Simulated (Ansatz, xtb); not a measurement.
## BFH2OSi: where a starting geometry ends

The starting geometry of this gas-phase singlet was built from a drawn formula by distance geometry and a force field; its bonds are those of `F[Si+]1[BH2-]O1`.

```json
{"atom": "B", "x (Å)": "-0.3203", "y (Å)": "-1.7417", "z (Å)": "-0.9222"}
{"atom": "F", "x (Å)": "-1.5521", "y (Å)": "0.6981", "z (Å)": "-2.8532"}
{"atom": "O", "x (Å)": "0.6232", "y (Å)": "-0.6445", "z (Å)": "-0.7012"}
{"atom": "Si", "x (Å)": "-0.3859", "y (Å)": "-0.2673", "z (Å)": "-2.1078"}
{"atom": "H", "x (Å)": "-1.1578", "y (Å)": "-1.7705", "z (Å)": "-0.0748"}
{"atom": "H", "x (Å)": "0.2597", "y (Å)": "-2.7132", "z (Å)": "-1.3412"}
```

Problem. Where would you expect an optimisation with r2SCAN-D4/def2-SVP to take it?

Solution. A bond breaks, leaving `BO[Si]F`. Contacts that open: B1–Si4 (1.89 → 3.01 Å).

The energy falls by 3.73 eV over 14 steps:

```csv
step,E − E(last) (eV)
1,3.725
2,2.528
4,1.519
5,1.094
7,0.332
8,0.163
10,0.052
11,0.019
13,0.000
14,0.000
```

Final geometry (Å):

```xyz
6

B    -0.2005   -1.9326   -0.6479
F    -0.4451    1.2875   -2.4738
O    -0.6233   -1.0633   -1.5875
Si   -1.2269   -0.1094   -2.8076
H    -0.8197   -2.0192    0.3884
H     0.7824   -2.6023   -0.8721
```

From the same start GFN2-xTB reaches the same bonding as this run.

No frequencies were run, so the end isn't proven a minimum. Run with Ansatz 0.2.0, 16 s on 1 thread of Intel(R) Xeon(R) 6975P-C (Granite Rapids) (shared host).
